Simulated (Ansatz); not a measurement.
Geometry optimisation, RKS PBE0-D4/def2-SVP (Ansatz 0.2.0).

input.yaml

```yaml
crystal:
  periodic: [false, false, false]
  atoms:
    - { symbol: W, position_ang: [-0.447664, -0.438025, 0.327202] }
    - { symbol: F, position_ang: [-0.103352, -0.00687, 2.120551] }
    - { symbol: H, position_ang: [1.078233, -0.00326, -0.05564] }
    - { symbol: H, position_ang: [-0.064887, 1.09764, -0.084525] }
    - { symbol: H, position_ang: [-1.7026, 0.266772, -0.570229] }
    - { symbol: H, position_ang: [0.377817, -1.691018, -0.458893] }
    - { symbol: H, position_ang: [-0.051604, -0.07264, -1.266368] }
    - { symbol: S, position_ang: [2.022097, 2.081168, 1.243981] }
    - { symbol: H, position_ang: [3.038016, 1.213031, 1.426294] }
    - { symbol: H, position_ang: [1.313542, 1.557602, 2.299128] }
basis:
  gaussian: { orbitals: def2-SVP }
hamiltonian:
  xc: pbe0
  dispersion: d4
relax:
  f_tol: 0.03
  max_steps: 50
output:
  orbitals: {}
```

Run as:

```bash
$ ansatz run input.yaml --threads 2 --pin off --max-ram 3072MiB --backend cpu --events-out ev --progress --plain --runs-dir out
```

Problem. Where does it end, and by what steps?

Solution. It did not converge within its limit. The force dipped under the threshold on the way, but the program's further checks kept it going. After 49 steps the energy has fallen by 0.915 eV; H5 moved furthest, 2.45 Å. Joined: W1–S8 (3.65 → 2.82 Å).

| step | energy less start (eV) | largest force component (eV/Å) | accepted |
| --- | --- | --- | --- |
| 0 | 0.0000 | 0.891 | yes |
| 2 | -0.1746 | 0.461 | yes |
| 4 | -0.2029 | 0.113 | yes |
| 6 | -0.2057 | 0.104 | yes |
| 8 | -0.2072 | 0.023 | yes |
| 10 | -0.2080 | 0.051 | yes |
| 12 | -0.2088 | 0.080 | yes |
| 14 | -0.2100 | 0.127 | yes |
| 16 | -0.2128 | 0.019 | yes |
| 18 | -0.2146 | 0.041 | yes |
| 20 | -0.2159 | 0.076 | yes |
| 22 | -0.2174 | 0.048 | yes |
| 24 | -0.2180 | 0.063 | yes |
| 26 | -0.2185 | 0.028 | yes |
| 28 | -0.2190 | 0.046 | yes |
| 30 | -0.2193 | 0.048 | yes |
| 32 | -0.2203 | 0.095 | yes |
| 34 | -0.2223 | 0.162 | yes |
| 36 | -0.2280 | 0.262 | yes |
| 38 | -0.2516 | 0.621 | yes |
| 40 | -0.3084 | 0.948 | yes |
| 42 | -0.5282 | 0.721 | yes |
| 44 | -0.6405 | 0.596 | yes |
| 46 | -0.7020 | 0.597 | yes |
| 48 | -0.8377 | 0.708 | yes |
| 49 | -0.9151 | 0.998 | yes |

```xyz
10
Properties=species:S:1:pos:R:3
W 0.290 0.031 0.296
F 1.629 -0.619 1.495
H 0.216 -1.560 -0.243
H 1.299 -0.598 -0.907
H 0.523 1.233 -0.896
H -1.296 -0.647 0.324
H -0.362 -0.326 -1.225
S 0.438 2.241 2.037
H 1.455 2.708 1.258
H 1.268 1.541 2.842
```

Run time: 2.2 min on 2 threads of Arm Neoverse V2, on a shared host, peak memory 0.21 GiB.
